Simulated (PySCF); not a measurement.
The PySCF input:
```python
from pyscf import gto, scf, dft, solvent

mol = gto.M(
    atom='''
Si    1.91322934    0.08945178   -0.13407762
F     1.40439454    0.18390563   -1.65680664
S     0.26678141    0.59953908    1.13605197
Ge   -1.36444943   -0.33377040   -0.02112056
H     2.29324858   -1.30166252    0.02227677
H     2.91463107    1.11433352    0.04542098
H    -2.58993106   -0.20714273    0.82919528
H    -1.57437714    0.36117541   -1.33183514
H    -1.07445382   -1.78615177   -0.27768471
''',
    basis='6-31g',
    verbose=4,
)

mf = dft.RKS(mol)
mf.xc = 'pbe'
mf.kernel()
```

Q: What HOMO energy does PBE/6-31G (PySCF) give?

A: -6.28 eV

Q: Predict the total energy from PBE/6-31G.

A: -2866.3707 Eh

Q: Predict the Mulliken (on the basis functions themselves) charges in atom order from PBE/6-31G.

A: Si1 0.73, F2 -0.41, S3 -0.37, Ge4 0.21, H5 -0.08, H6 -0.07, H7 0.00, H8 0.00, H9 -0.02

Q: What HOMO-LUMO gap does PBE/6-31G give?

A: 5.03 eV

Q: Give the number of basis functions at the level PBE/6-31G.

A: 72

Q: Predict the dipole moment from PBE/6-31G.

A: 1.26 D
